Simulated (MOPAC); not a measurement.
MOPAC input (MNDO):

```
MNDO PRECISE GNORM=0.05 LET XYZ GEO-OK AUX(PRECISION=9) THREADS=1
C4H6S

C    -1.34361300 1    0.05966300 1   -0.07697700 1
C    -0.72084100 1   -1.30222500 1   -0.05366700 1
C     0.60079100 1   -1.36266200 1    0.02203400 1
C     1.34345300 1   -0.06321300 1    0.07693500 1
S     0.05620700 1    1.24769800 1    0.01481100 1
H    -1.91518900 1    0.22956300 1   -0.99222900 1
H    -2.01684300 1    0.21323100 1    0.76944600 1
H    -1.35228600 1   -2.18149500 1   -0.09825500 1
H     1.15058200 1   -2.29594800 1    0.04510600 1
H     1.92701200 1    0.03288300 1    0.99534400 1
H     2.02866600 1    0.04921500 1   -0.76633000 1
```

Output:

```
 *******************************************************************************
 **                                                                           **
 **                              MOPAC v23.2.5                                **
 **                                                                           **
 *******************************************************************************
 ** MOPAC's Digital Object Identifier: https://doi.org/10.5281/zenodo.6511958 **
 **                                                                           **
 ** Please cite the open-source release paper for use of this MOPAC version:  **
 ** J. E. Moussa and J. J. P. Stewart (2026)                                  **
 ** MOPAC: An open-source semiempirical molecular orbital program             **
 ** J. Open Source Softw., 11(119), 8025, https://doi.org/10.21105/joss.08025 **
 *******************************************************************************

                              MNDO CALCULATION RESULTS

 *******************************************************************************
 *  MNDO       - The MNDO Hamiltonian to be used
 *  GEO-OK     - OVERRIDE INTERATOMIC DISTANCE AND OTHER SAFETY CHECKS
 *  LET        - OVERRIDE SOME SAFETY CHECKS
 *  PRECISE    - TIGHTER CRITERIA TO BE USED
 *  XYZ        - CARTESIAN COORDINATE SYSTEM TO BE USED
 *  GNORM      - EXIT WHEN GRADIENT NORM DROPS BELOW 0.050
 *  AUX        - OUTPUT AUXILIARY INFORMATION
 *******************************************************************************
MNDO PRECISE GNORM=0.05 LET XYZ GEO-OK AUX(PRECISION=9) THREADS=1
 C4H6S

   ATOM   CHEMICAL          X               Y               Z
  NUMBER   SYMBOL      (ANGSTROMS)     (ANGSTROMS)     (ANGSTROMS)

     1       C         -1.34361300  *   0.05966300  *  -0.07697700  *
     2       C         -0.72084100  *  -1.30222500  *  -0.05366700  *
     3       C          0.60079100  *  -1.36266200  *   0.02203400  *
     4       C          1.34345300  *  -0.06321300  *   0.07693500  *
     5       S          0.05620700  *   1.24769800  *   0.01481100  *
     6       H         -1.91518900  *   0.22956300  *  -0.99222900  *
     7       H         -2.01684300  *   0.21323100  *   0.76944600  *
     8       H         -1.35228600  *  -2.18149500  *  -0.09825500  *
     9       H          1.15058200  *  -2.29594800  *   0.04510600  *
    10       H          1.92701200  *   0.03288300  *   0.99534400  *
    11       H          2.02866600  *   0.04921500  *  -0.76633000  *

          CARTESIAN COORDINATES

    NO.       ATOM           X           Y           Z

     1         C         -1.3436      0.0597     -0.0770
     2         C         -0.7208     -1.3022     -0.0537
     3         C          0.6008     -1.3627      0.0220
     4         C          1.3435     -0.0632      0.0769
     5         S          0.0562      1.2477      0.0148
     6         H         -1.9152      0.2296     -0.9922
     7         H         -2.0168      0.2132      0.7694
     8         H         -1.3523     -2.1815     -0.0983
     9         H          1.1506     -2.2959      0.0451
    10         H          1.9270      0.0329      0.9953
    11         H          2.0287      0.0492     -0.7663

  H: (MNDO): M.J.S. DEWAR, W. THIEL, J. AM. CHEM. SOC., 99, 4899, (1977)
  C: (MNDO): M.J.S. DEWAR, W. THIEL, J. AM. CHEM. SOC., 99, 4899, (1977)
  S: (MNDO): M.J.S.DEWAR, C.H. REYNOLDS, J. COMP. CHEM. 7, 140-143 (1986)

           Empirical Formula: C4 H6 S  =    11 atoms

      MOLECULAR POINT GROUP   :   C2v

      RHF CALCULATION, NO. OF DOUBLY OCCUPIED LEVELS = 14

          Geometry optimization using EF

          DIAGONAL MATRIX USED AS START HESSIAN

 CYCLE:     1  GRAD.:   121.721 HEAT:  10.93460
 CYCLE:     2  GRAD.:   246.479 HEAT:  18.78207
 CYCLE:     3  GRAD.:   502.808 HEAT:  35.37712
 CYCLE:     4  GRAD.:   158.744 HEAT:  11.85606
 CYCLE:     5  GRAD.:   257.100 HEAT:  20.56027
 CYCLE:     6  GRAD.:   279.621 HEAT:  23.67836
 CYCLE:     7  GRAD.:   195.830 HEAT:  14.08507
 CYCLE:     8  GRAD.:   150.755 HEAT:  12.47838
 CYCLE:     9  GRAD.:   187.395 HEAT:  12.26110
 CYCLE:    10  GRAD.:    56.501 HEAT:  5.319776
 CYCLE:    11  GRAD.:    33.968 HEAT:  4.919305
 CYCLE:    12  GRAD.:    33.755 HEAT:  4.558336
 CYCLE:    13  GRAD.:   108.519 HEAT:  7.130192
 CYCLE:    14  GRAD.:    30.311 HEAT:  4.496608
 CYCLE:    15  GRAD.:    76.771 HEAT:  5.801774
 CYCLE:    16  GRAD.:    60.844 HEAT:  5.232448
 CYCLE:    17  GRAD.:    61.174 HEAT:  5.273103
 CYCLE:    18  GRAD.:    19.948 HEAT:  4.353738
 CYCLE:    19  GRAD.:   103.990 HEAT:  7.333384
 CYCLE:    20  GRAD.:     8.986 HEAT:  4.271782
 CYCLE:    21  GRAD.:    49.726 HEAT:  4.979198
 CYCLE:    22  GRAD.:    15.422 HEAT:  4.324632
 CYCLE:    23  GRAD.:    54.264 HEAT:  5.586490
 CYCLE:    24  GRAD.:     5.625 HEAT:  4.251784
 CYCLE:    25  GRAD.:    34.134 HEAT:  4.640169
 CYCLE:    26  GRAD.:     0.250 HEAT:  4.241003
 CYCLE:    27  GRAD.:     0.284 HEAT:  4.241030
 CYCLE:    28  GRAD.:     0.084 HEAT:  4.240967
 CYCLE:    29  GRAD.:     0.067 HEAT:  4.240966
 CYCLE:    30  GRAD.:     0.008 HEAT:  4.240962

     GRADIENT =  0.00806 IS LESS THAN CUTOFF =  0.05000

 -------------------------------------------------------------------------------
 MNDO PRECISE GNORM=0.05 LET XYZ GEO-OK AUX(PRECISION=9) THREADS=1
 C4H6S

     GEOMETRY OPTIMISED USING EIGENVECTOR FOLLOWING (EF).
     SCF FIELD WAS ACHIEVED

                              MNDO CALCULATION
                                                       MOPAC v23.2.5 Linux

          FINAL HEAT OF FORMATION =          4.24096 KCAL/MOL =      17.74419 KJ/MOL

          COSMO AREA              =        117.16 SQUARE ANGSTROMS
          COSMO VOLUME            =        106.38 CUBIC ANGSTROMS

          GRADIENT NORM           =          0.00806          =       0.00243 PER ATOM
          IONIZATION POTENTIAL    =          9.440845 EV
          HOMO LUMO ENERGIES (EV) =         -9.441  0.477
          NO. OF FILLED LEVELS    =         14
          MOLECULAR WEIGHT        =         86.1514         POINT GROUP:  C2v

          MOLECULAR DIMENSIONS (Angstroms)

            Atom       Atom       Distance
            H    11    H     7     4.30009
            S     5    H     8     3.43902
            H     6    H    10     3.20839

          SCF CALCULATIONS        =         31

   ATOM   CHEMICAL          X               Y               Z
  NUMBER   SYMBOL      (ANGSTROMS)     (ANGSTROMS)     (ANGSTROMS)

     1       C         -1.31040224  *   0.08798029  *  -0.07476908  *
     2       C         -0.73341182  *  -1.30453322  *  -0.05439416  *
     3       C          0.61289676  *  -1.36622348  *   0.02270853  *
     4       C          1.31295999  *  -0.03222482  *   0.07545547  *
     5       S          0.05299808  *   1.17351191  *   0.01387234  *
     6       H         -1.89111840  *   0.27741565  *  -1.00088388  *
     7       H         -1.99388860  *   0.26091766  *   0.78182038  *
     8       H         -1.40123586  *  -2.15926516  *  -0.10081177  *
     9       H          1.20095819  *  -2.27850008  *   0.04816088  *
    10       H          1.90730977  *   0.08215833  *   1.00522484  *
    11       H          2.01023849  *   0.09866172  *  -0.77746727  *

                             CARTESIAN COORDINATES

   1    C       -1.310402235     0.087980289    -0.074769077
   2    C       -0.733411815    -1.304533217    -0.054394162
   3    C        0.612896760    -1.366223483     0.022708530
   4    C        1.312959990    -0.032224819     0.075455469
   5    S        0.052998076     1.173511913     0.013872343
   6    H       -1.891118403     0.277415654    -1.000883878
   7    H       -1.993888602     0.260917658     0.781820379
   8    H       -1.401235861    -2.159265159    -0.100811771
   9    H        1.200958191    -2.278500079     0.048160882
  10    H        1.907309770     0.082158329     1.005224842
  11    H        2.010238487     0.098661723    -0.777467272

           Empirical Formula: C4 H6 S  =    11 atoms

      MOLECULAR POINT GROUP   :   C2v

                  EIGENVALUES
 -40.07189 -31.46680 -27.91711 -20.60215 -19.72597 -16.68500 -15.58458 -14.45678
 -14.10465 -13.42151 -13.25917 -11.69752 -10.33924  -9.44085   0.47734   1.89507
   2.14065   3.59131   3.77043   3.80342   4.05548   4.56764   4.63919   5.13329
   5.20488   5.89926

              NET ATOMIC CHARGES AND DIPOLE CONTRIBUTIONS

  ATOM NO.   TYPE          CHARGE      No. of ELECS.   s-Pop       p-Pop
    1          C          -0.061841        4.0618     1.23524     2.82660
    2          C          -0.106004        4.1060     1.22901     2.87699
    3          C          -0.106004        4.1060     1.22901     2.87699
    4          C          -0.061842        4.0618     1.23524     2.82660
    5          S           0.040373        5.9596     1.83324     4.12639
    6          H           0.034286        0.9657     0.96571
    7          H           0.034284        0.9657     0.96572
    8          H           0.079089        0.9209     0.92091
    9          H           0.079090        0.9209     0.92091
   10          H           0.034283        0.9657     0.96572
   11          H           0.034286        0.9657     0.96571
 DIPOLE           X         Y         Z       TOTAL
 POINT-CHG.     0.000     0.003     0.000     0.003
 HYBRID        -0.082    -1.820    -0.021     1.822
 SUM           -0.082    -1.816    -0.021     1.818

          ATOMIC ORBITAL ELECTRON POPULATIONS

     Atom    s        px        py        pz
    1  C   1.23524   0.94927   0.91476   0.96257
    2  C   1.22901   0.92822   0.94261   1.00617
    3  C   1.22901   0.92612   0.94474   1.00614
    4  C   1.23524   0.95000   0.91403   0.96258
    5  S   1.83324   0.96543   1.18789   1.97307
    6  H   0.96571
    7  H   0.96572
    8  H   0.92091
    9  H   0.92091
   10  H   0.96572
   11  H   0.96571

 **********************
 *                    *
 * JOB ENDED NORMALLY *
 *                    *
 **********************

 == MOPAC DONE ==
```

The geometry given is a B3LYP-D3(BJ)/def2-TZVP minimum.
